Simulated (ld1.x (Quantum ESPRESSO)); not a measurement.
# What the settings do to the TM potential of oxygen (O)

Base potential:

O, norm-conserving Troullier–Martins (Kleinman–Bylander form), made with ld1.x (Quantum ESPRESSO) 7.5 (PBEsol, scalar-relativistic). Core [He], reference 2s2 2p3.5 (charge +0.5). Waves: 2p (bound): rc 1.45 bohr; 2s (bound): rc 0.70 bohr. Local part: the s channel. Core correction: a·sin(br)/r model core, default radius (core density twice the valence density).

All-electron outer shells of the reference configuration (PBEsol, scalar-relativistic, ld1.x):

```
shell  level (eV)  outermost node (bohr)  outermost maximum (bohr)
   2s      -31.23                   0.28                      0.87
   2p      -16.21                      –                      0.81
```

Cutoffs, loose and tight: the cutoffs (Ry, on a coarse ladder) from which the occupation-weighted sum of valence levels, in a spherical-Bessel basis at the reference potential, stays within 10 and 1 mRy of its value at 400 Ry. They do not see the model core or the augmentation charge, which bear on the density cutoff. Test errors are all-electron minus pseudo excitation energies from the reference, over the configurations 2s2 2p4; 2s2 2p3; 2s2 2p2; 2s2 2p0; 2s2 2p1; 2s1 2p5; 2s0 2p6. A dash means not determined; rows that change the core or the reference have their own tests.

```csv
change,outcome,"cutoff, loose","cutoff, tight",bound ghosts,largest test error (meV)
base,generated,90 Ry,200 Ry,none,+1748
"all radii but the core radius scaled by about 0.74 (s 0.52, p 1.08 bohr)",generated,300 Ry,over 300 Ry,none,+697
"all radii but the core radius scaled by about 0.86 (s 0.60, p 1.24 bohr)",generated,200 Ry,over 300 Ry,none,+1030
"all radii but the core radius scaled by about 1.21 (s 0.84, p 1.76 bohr)",generated,80 Ry,180 Ry,none,+3599
"all radii but the core radius scaled by about 1.31 (s 0.92, p 1.90 bohr)",generated,70 Ry,160 Ry,none,+4657
"all radii but the core radius scaled by about 1.38 (s 0.96, p 2.00 bohr)",generated,70 Ry,160 Ry,none,+5481
```

Q: What comes out with this change to the base: all radii but the core radius scaled by about 0.91 (s 0.64, p 1.32 bohr)?

A: outcome: generated; cutoff, loose: 160 Ry; cutoff, tight: over 300 Ry; bound ghosts: none; largest test error (meV): +1220.

Q: What comes out with this change to the base: all radii but the core radius scaled by about 1.09 (s 0.76, p 1.58 bohr)?

A: outcome: generated; cutoff, loose: 90 Ry; cutoff, tight: 200 Ry; bound ghosts: none; largest test error (meV): +2301.

Reading the sweep of the scale of all radii but the core radius (base = 1) (base included, trends over the rows without a ghost): The loose cutoff falls from 300 Ry at 0.74 to 70 Ry at 1.38. A larger radius leaves more room for a smooth pseudo-wave, so fewer plane waves are needed; a smaller one forces it to follow the all-electron wave where it bends sharply. The median size of the test errors (rows with all tests solved) is not monotonic: lowest 35.6 meV at 0.74, highest 109.6 meV at 1.31.
